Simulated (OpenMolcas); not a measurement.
How methods differ on GeSiH5Cl (SMILES Cl[SiH2][GeH3])

The species is GeSiH5Cl (8 atoms), meant as a singlet with charge 0. SMILES: `Cl[SiH2][GeH3]`. Geometry: relaxed at PBE0-D4/def2-TZVP.

Quantity: the dipole moment, in D. The values are calculated.

```csv
level,kind,program,value (D)
HF/cc-pVDZ,Hartree–Fock,OpenMolcas,1.64
SVWN5/cc-pVDZ,LDA,OpenMolcas,1.34
BLYP/cc-pVDZ,GGA,OpenMolcas,1.25
PBE/cc-pVDZ,GGA,OpenMolcas,1.31
revPBE/cc-pVDZ,GGA,OpenMolcas,1.30
TPSS/cc-pVDZ,meta-GGA,OpenMolcas,1.33
B3LYP/cc-pVDZ,global hybrid,OpenMolcas,1.38
M06-2X/cc-pVDZ,hybrid meta-GGA,OpenMolcas,1.50
```

All-electron rows without a relativistic Hamiltonian named are non-relativistic. The values span 1.25 to 1.64 D. Magnitudes only.
